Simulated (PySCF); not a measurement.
**Potential energy of NaSe along the bond**

Set-up: Na pcseg-1, Se pcseg-1; no relativity (PySCF 2.14). Energies in eV from Na + Se in their ground configurations at the same level. State: ²Π (doublet), unpaired electrons π ↑.

```csv
R (Å),M06,r²SCAN
2.248,-2.068,-1.933
2.353,-2.343,-2.216
2.457,-2.493,-2.372
2.536,-2.546,-2.428
2.614,-2.562,-2.445
2.692,-2.548,-2.433
2.797,-2.497,-2.382
2.928,-2.397,-2.281
3.084,-2.245,-2.126
3.294,-2.016,-1.893
```

Q: Put a parabola through the three lowest points of the M06 curve and estimate Re, k and ωe (reduced mass 17.85 u; 1 eV/Å² = 0.16022 mdyn/Å; ωe = 1302.8·√(k/μ) cm⁻¹).

A: Through R = 2.536, 2.614, 2.692 Å the second-order coefficient is 2.47 eV/Å², so Re ≈ 2.617 Å, k ≈ 0.790 mdyn/Å and ωe ≈ 274 cm⁻¹. A polynomial fit of higher order to the unrounded M06 energies gives Re = 2.613 Å, k = 0.750 mdyn/Å, ωe = 267 cm⁻¹; anharmonicity and rounding make the difference.

The higher-order fit for each curve: M06: Re = 2.613 Å, ωe = 267 cm⁻¹, De = 2.56 eV; r²SCAN: Re = 2.617 Å, ωe = 269 cm⁻¹, De = 2.45 eV.

Spin–orbit coupling is left out. The state was picked by a PBE0 search and need not be the measured ground state.
